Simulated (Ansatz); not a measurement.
Molecule: sum formula LiOH, charge 0, multiplicity 1. SMILES: [OH][Li]
Structure (B3LYP-D3(BJ)/def2-TZVP (Ansatz, a quantum-chemistry and plane-wave program) minimum search):
```
O
H 1 0.9514
Li 1 1.5725 2 180.00
```
Charge 0, spin multiplicity 1.

Quantity: vertical electron affinity (to the doublet state of charge -1; a negative value means that the extra electron is unbound and the number depends on the basis; each state is the SCF solution reached for its spin), in eV. Correlated levels leave the core frozen unless marked. Open shells are spin-unrestricted. Spin-orbit coupling is left out. No relativistic terms. Anions need diffuse functions: def2-D sets add few. Basis-set limits of correlation are two-point, X^-3; Hartree-Fock from the larger set.

| level | program | vertical electron affinity (eV) |
|---|---|---|
| PBE/def2-TZVPD | Ansatz | 0.15 |
| r2SCAN/def2-TZVPD | Ansatz | 0.08 |
| B3LYP/def2-TZVPD | Ansatz | 0.14 |
| wB97M-V/def2-TZVPD | Ansatz | -0.24 |
| CCSD/def2-SVPD | Ansatz | 0.04 |
| CCSD/def2-QZVPPD | Ansatz | 0.08 |
| CCSD(T)/def2-SVPD | Ansatz | 0.05 |
| CCSD(T)/def2-QZVPPD | Ansatz | 0.10 |
| CCSD(T)/CBS(def2-TZVPPD,def2-QZVPPD) | Ansatz | 0.09 |
